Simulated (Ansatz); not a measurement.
`C#C[Se]BF` + `[OH][GeH3]` → `FB[O][GeH3]` + `C#C[SeH]` at 400 K and 1 bar (ligand exchange at a B–Se bond).

Gas-phase electronic energies from Ansatz, PBE0-D4/def2-TZVP geometries. CBS: MP2 limit from def2 TZ/QZ plus the TZ coupled-cluster correction, frozen cores. For Ge, Se outer-core shells are correlated without core-valence functions, which leaves a few kJ/mol of doubt a bond. Scalar relativity is left out up to krypton. One conformer a species, not always the lowest.

```json
{"species": "`C#C[Se]BF`", "CCSD(T)/CBS energy (Eh)": "-2602.59174", "H − E (kJ/mol)": "120.0", "S (J/(mol·K))": "359.3"}
{"species": "`[OH][GeH3]`", "CCSD(T)/CBS energy (Eh)": "-2153.69723", "H − E (kJ/mol)": "116.2", "S (J/(mol·K))": "291.7"}
{"species": "`FB[O][GeH3]`", "CCSD(T)/CBS energy (Eh)": "-2278.39547", "H − E (kJ/mol)": "142.6", "S (J/(mol·K))": "357.1"}
{"species": "`C#C[SeH]`", "CCSD(T)/CBS energy (Eh)": "-2477.92583", "H − E (kJ/mol)": "88.5", "S (J/(mol·K))": "296.1"}
```

H − E and S are ideal-gas, rigid-rotor, harmonic terms from PBE0-D4/def2-TZVP, for one conformer and one mirror image of each species. 1 Eh = 2625.50 kJ/mol, R = 8.31446 J/(mol·K).

Q: By hand: ΔE, ΔH, ΔS and ΔG.

A: ΔE = (-2278.39547) + (-2477.92583) − (-2602.59174) − (-2153.69723) = -0.03233 Eh = -84.9 kJ/mol. Δ(H − E) = 142.6 + 88.5 − 120.0 − 116.2 = -5.1, so ΔH = -90.0 kJ/mol. ΔS = 357.1 + 296.1 − 359.3 − 291.7 = 2.2 J/(mol·K). ΔG = -90.0 − 400 × (2.2)/1000 = -90.9 kJ/mol.

Q: By hand: the equilibrium constant, and the temperature at which ΔG would vanish if ΔH and ΔS stayed fixed.

A: log₁₀ K = −ΔG/(RT ln 10) = 11.9. ΔH and −TΔS have one sign here, so there is no such temperature.

The number of gas molecules stays the same, so ΔS is small and ΔH decides. A doubt of 5 kJ/mol in ΔE shifts log₁₀ K by 0.7 here. Other conformers and mirror images would add mixing entropy, several J/(mol·K) or more a flexible species. These are equilibria of isolated gas molecules and say nothing of rates. Largest T1 diagnostic: 0.013 (customary marks: 0.02 for closed shells, 0.045 for open ones).

ΔS is within the doubt of such terms, so its sign, and with it that verdict, could turn.
